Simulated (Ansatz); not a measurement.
Compare A (`FC(F)CC(F)F`) with its isomer B (`FCC(F)C(F)F`).

Isolated molecules relaxed with PBE0-D4/def2-TZVP in Ansatz; ΔE leaves out vibrations. CCSD(T)/CBS adds triple-zeta CCSD(T) − MP2 to the extrapolated MP2 energy (def2 sets, frozen cores). DFT in def2-TZVPP. One conformer a species, not always the lowest.

(1) Which isomer does CCSD(T)/CBS put lower? Give the gap. (Best estimate.)

(2) Give E(B) − E(A) in kcal/mol with B2PLYP, BLYP-D4, PBE0-D4, CCSD/def2-TZVPP, MP2/def2-TZVPP, ωB97M-V, HF/def2-TZVPP. (Estimate.)

(3) Does the order hold for the free energy at 298.15 K (harmonic terms from PBE0-D4)? (Estimate.)

Largest T1 diagnostic: 0.012.

Answers

(1) Computed: A, by 11.8 kcal/mol.

(2) Ansatz gave: B2PLYP 11.9, BLYP-D4 11.0, PBE0-D4 12.2, CCSD/def2-TZVPP 11.9, MP2/def2-TZVPP 12.6, ωB97M-V 11.9, HF/def2-TZVPP 11.7. None reverses the order clearly.

(3) Computed: Yes: G(B) − G(A) = +11.3 kcal/mol, for one conformer each.

Leaving LDA and LC-ωPBE aside and taking each functional with its dispersion term where it has one, the values, not all of them listed here, spread over 1.6 kcal/mol, from BLYP-D4 to PBE-QIDH. LDA lies +1.0 kcal/mol from PBE without D4. At CCSD(T), def2-SVP lies +1.2 kcal/mol from the extrapolated value and def2-TZVPP +0.2 kcal/mol.
